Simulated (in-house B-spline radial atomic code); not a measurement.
# Binding energies in Kr XXI (Kr20+)

NIST's tabulated ground configuration is [Ne] 3s2 3p4; each binding energy is the energy of the ion with one electron taken from that subshell, relaxed, less that of the parent. Computed with an all-electron radial atomic-structure program (B-spline basis): Dirac-Hartree-Fock, average of configuration, Fermi nucleus of rms radius 4.1884 fm. Energies include first-order Breit, QED and recoil terms.

```tsv
subshell	X-ray name	binding energy (eV)	-ε (eV)	relaxation (eV)
1s	K	15178.4	15239.3	27.6
2s	L1	2758.7	2768.0	6.1
3s	M1	959.7	961.1	0.7
3p	M2,3	886.7	887.9	0.7
```

Relaxation = -ε minus the binding energy without Breit, QED and recoil terms.

**Question.** What does it cost to remove two 3s electrons?

**Answer.** 1971.2 eV, which is 51.81 eV more than the two single binding energies together.

**Question.** What does it cost to remove two 1s electrons?

**Answer.** 30940 eV, which is 582.8 eV more than the two single binding energies together.
